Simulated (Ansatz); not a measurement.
Cost and result for the atomization energy of C$_{8}$H$_{14}$ (`C#CCCCCCC`) (22 atoms, 21 bonds).

```xyz
22

C    -3.231    1.586   -0.776
C    -2.944    0.618   -0.126
C    -2.576   -0.541    0.671
C    -1.147   -0.469    1.214
C    -0.088   -0.455    0.126
C     1.323   -0.357    0.682
C     2.417   -0.413   -0.377
C     2.401    0.757   -1.347
H    -3.491    2.442   -1.352
H    -2.691   -1.443    0.059
H    -3.284   -0.637    1.500
H    -0.988   -1.328    1.875
H    -1.049    0.427    1.836
H    -0.178   -1.366   -0.479
H    -0.289    0.382   -0.549
H     1.421    0.576    1.252
H     1.480   -1.169    1.401
H     3.390   -0.451    0.124
H     2.328   -1.353   -0.935
H     1.482    0.784   -1.938
H     2.477    1.709   -0.813
H     3.238    0.702   -2.047
```

Charge 0, multiplicity 1. The structure was optimised at the PBE0-D4/def2-TZVP level. It is one conformer, not always the lowest. Program: Ansatz. All runs use 2 threads of an AMD EPYC 7R13 on a shared host and a share of an NVIDIA H100 80 GB. Times are those of one run each, without the atoms' runs, and a repeat can differ threefold. Electronic energies, without spin–orbit coupling; frozen cores. CCSD(T)/CBS adds CCSD(T) − MP2 in def2-TZVPP to the MP2 limit, and its time is that of the two runs behind it. T1 = 0.010.

CCSD(T)/CBS is a level of theory with its own doubt, some kJ/mol a heavy atom from the limit and from the frozen cores, so smaller differences don't rank the functionals.

```csv
level,functions,wall time,atomization (kcal/mol),difference from CCSD(T)/CBS,per bond
BLYP-D4/def2-TZVPP,444,4.1 s,2166.9,-7.5,-0.4
LDA (SPW92)/def2-TZVPP,444,4.2 s,2471.2,296.8,14.1
B97M-V/def2-TZVPP,444,4.4 s,2178.3,3.9,0.2
r2SCAN-D4/def2-TZVPP (with forces),444,4.6 s,2180.2,5.8,0.3
revPBE-D4/def2-TZVPP,444,5.5 s,2174.7,0.3,0.0
BHLYP-D4/def2-TZVPP,444,5.5 s,2126.5,-47.9,-2.3
r2SCANh-D4/def2-TZVPP,444,6 s,2171.8,-2.6,-0.1
CCSD(T)/def2-SVP,182,6.5 s,2099.3,-75.1,-3.6
ωB97X-V/def2-TZVPP,444,7 s,2176.1,1.7,0.1
B2PLYP/def2-TZVPP,444,7.5 s,2157.5,-16.9,-0.8
MP2/def2-QZVPP,876,14 s,2184.4,10.0,0.5
CCSD(T)/def2-TZVPP,444,27 s,2128.7,-45.7,-2.2
CCSD(T)/CBS(def2),–,41 s,2174.4,0.0,0.0
```

The D4 term adds +16.8 kcal/mol with B3LYP and +9.1 kcal/mol with PBE0; it sums over pairs of atoms, weighted by their polarisabilities, and B3LYP, whose exchange is more repulsive, gets the larger term. From PBE to PBE0 (25 % exact exchange), in def2-TZVPP and without D4, the atomization energy moves by −25.8 kcal/mol: exact exchange takes away binding that semilocal exchange gives to molecules. In def2-TZVPP, CCSD(T) changes the Hartree–Fock value by +487.2 kcal/mol (the triples alone add +28.3 kcal/mol) and MP2 by +516.2 kcal/mol; breaking electron pairs costs correlation energy, which Hartree–Fock lacks.

B3LYP here is the variant with VWN-RPA as its local correlation; programs differ in this.
